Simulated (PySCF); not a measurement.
SMILES SS (H2S2) (PBE0/def2-SVP optimised geometry):

```
4

S     -0.938    -0.671     0.000
S      1.134    -0.671     0.000
H     -1.134     0.671     0.000
H      1.330    -0.694    -1.341
```

Computed with PySCF with PBE0/def2-TZVP.

Q: What are the frontier orbital energies and the dipole moment?

A: HOMO-2 -10.10 eV, HOMO-1 -7.55 eV, HOMO -7.55 eV, LUMO -1.07 eV, LUMO+1 0.34 eV; dipole moment 1.27 D.

On the same geometry PBE/def2-TZVP in PySCF gives HOMO-2 -8.82 eV, HOMO-1 -6.29 eV, HOMO -6.29 eV, LUMO -2.07 eV, LUMO+1 -0.58 eV; dipole moment 1.22 D.

Meta-Löwdin charges at PBE0/def2-TZVP: S1 -0.10, S2 -0.10, H3 0.10, H4 0.10.
